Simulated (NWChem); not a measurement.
WF5, doublet; SMILES [F][W]([F])([F])([F])[F]

Computed with NWChem. Spin-unrestricted. Geometry: optimised at PBE0/def2-SVP, spin-unrestricted. Not confirmed as a minimum by frequencies. No stability test was run on the SCF state. def2 effective core potentials on W; no spin-orbit coupling.

For level PBE/def2-SVP:

| Property | Result |
|---|---|
| highest occupied level (eV) | -4.83 |

Task: How do the values read with level PBE/def2-SVPD instead?

Result: The highest occupied level (eV) is -5.19.
